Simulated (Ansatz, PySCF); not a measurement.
Species: sum formula HSiO$_{2}$ (charge 0, doublet). It need not be the lowest isomer of its formula. 
Structure (B3LYP-D3(BJ)/def2-TZVP (Ansatz, a first-principles code) minimum search):
```xyz
4

Si    -0.3586    -0.1016    -0.1448
O     -0.5497    -0.1792     1.3687
O      1.0441     0.3150    -0.8842
H      1.0643     0.3351    -1.8479
```
Charge 0, spin multiplicity 2.

Quantity: atomisation energy (electronic, to ground-state atoms); the coupled-cluster value holds the core correlation from cc-pwCVTZ, in kcal/mol. Valence correlation only, unless marked. Open shells are spin-unrestricted. Spin-orbit coupling is left out. No relativistic terms. Basis-set limits of correlation are two-point, X^-3; Hartree-Fock from the larger set. [CCSD(T)-MP2]/basis is that difference in the basis named.

Level to compare with: RI-MP2/CBS(aug-cc-pV(T+d)Z,aug-cc-pV(Q+d)Z)+[CCSD(T)-MP2]/aug-cc-pV(T+d)Z plus the core term (Ansatz), 362.9 kcal/mol. It is a level with limits of its own, and the differences hold the functionals' basis error too.

Task: Rank these functionals by how close they come to RI-MP2/CBS(aug-cc-pV(T+d)Z,aug-cc-pV(Q+d)Z)+[CCSD(T)-MP2]/aug-cc-pV(T+d)Z, closest first: PW6B95/def2-TZVPD (PySCF); SVWN5/def2-TZVPD (Ansatz); BLYP/def2-TZVPD (Ansatz).

Result: BLYP/def2-TZVPD (GGA, 365.8 kcal/mol, difference 2.9), PW6B95/def2-TZVPD (hybrid meta-GGA, 357.5 kcal/mol, difference -5.4), SVWN5/def2-TZVPD (LDA, 430.9 kcal/mol, difference 68.0)
